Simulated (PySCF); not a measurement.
Si(Cl)2(NH2)2 (Cl2H4N2Si), SMILES N[Si](N)(Cl)Cl.

Coordinates come from a B3LYP-D3(BJ)/def2-SVP optimisation. One conformer was computed; it need not be the lowest.

Level of theory: CAM-B3LYP/def2-TZVP run with PySCF.

Symmetry labels are those of the subgroup C2 that the program uses (full group C2).

Computed valence orbital energies around the gap with their symmetry:
| orbital | symmetry | energy (eV) |
|---|---|---|
| HOMO−7 | A | -13.26 |
| HOMO−6 | B | -12.59 |
| HOMO−5 | A | -11.01 |
| HOMO−4 | B | -10.93 |
| HOMO−3 | A | -10.67 |
| HOMO−2 | B | -10.27 |
| HOMO−1 | A | -9.58 |
| HOMO | B | -9.44 |
| LUMO | A | 1.35 |
| LUMO+1 | B | 2.15 |
| LUMO+2 | A | 2.39 |
| LUMO+3 | A | 3.18 |
